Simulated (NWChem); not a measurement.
CH$_{5}$ClFNSi; SMILES [Si@@H](F)(Cl)CN

```xyz
10

N     -0.3988     2.6292    -0.0398
C     -0.9175     1.2647    -0.2692
Si     0.2376    -0.0790     0.3633
F      1.6560     0.0790    -0.3930
Cl    -0.4888    -1.9834    -0.0206
H     -0.2604     2.8017     0.9546
H      0.5081     2.7452    -0.4886
H     -1.0963     1.1349    -1.3437
H     -1.9018     1.1779     0.2078
H      0.4998     0.0326     1.8178
```
Atoms are numbered in this order, from 1.

Results from NWChem. Pople sets run with spherical d functions. Structure relaxed at the B3LYP/6-31G* (spherical d) level. Level: PBE/6-31G* with SMD (1 M gas to 1 M solution), gas-phase geometry. Reactions with the solvent are ignored.

| solvent | dielectric constant | solvation free energy (kcal/mol) | cavity-dispersion-structure term (kcal/mol) | dipole in solution (D) |
|---|---|---|---|---|
| water | 78.4 | -3.7 | 3.0 | 2.32 |
| 1,4-dioxane | 2.21 | -2.9 | 0.6 | 2.07 |
| acetone | 20.5 | -6.4 | 0.0 | 2.30 |
| acetonitrile | 35.7 | -6.2 | 0.4 | 2.31 |
| chloroform | 4.71 | -5.8 | -0.6 | 2.20 |
| 1-octanol | 9.86 | -5.9 | 0.1 | 2.27 |
